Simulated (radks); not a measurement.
Charge is removed step by step from the 2p down level of neutral oxygen, starting from [He] 2s2 2p(up 3, down 1). Method: scalar-relativistic Kohn-Sham, LDA (Slater exchange, Perdew-Wang correlation), spin-polarised, spherical densities, point nucleus; computed with a radial shooting solver on a logarithmic mesh with Libxc functionals.

[
 {"removed (e)": "0", "E - E(0) (eV)": "0.000", "eigenvalue (eV)": "-7.407", "E minus straight line (eV)": "0.000"},
 {"removed (e)": "0.25", "E - E(0) (eV)": "2.234", "eigenvalue (eV)": "-10.502", "E minus straight line (eV)": "-1.238"},
 {"removed (e)": "0.5", "E - E(0) (eV)": "5.266", "eigenvalue (eV)": "-13.784", "E minus straight line (eV)": "-1.679"},
 {"removed (e)": "0.75", "E - E(0) (eV)": "9.139", "eigenvalue (eV)": "-17.227", "E minus straight line (eV)": "-1.278"},
 {"removed (e)": "1", "E - E(0) (eV)": "13.890", "eigenvalue (eV)": "-20.802", "E minus straight line (eV)": "0.000"}
]

Removing the whole electron costs 13.890 eV by Delta-SCF, against 7.407 eV from minus the eigenvalue at the starting occupation. Slater's transition state (half an electron removed) gives 13.784 eV. Integrating minus the eigenvalue over the occupation (Janak's theorem) gives 13.891 eV. In this scalar-relativistic scheme the density is built from large components alone, so the theorem holds only approximately. The mean slope of the eigenvalue, de/dn, is 13.4 eV per electron. Ionisation energy of O in the NIST Atomic Spectra Database: 13.618 eV (measured).
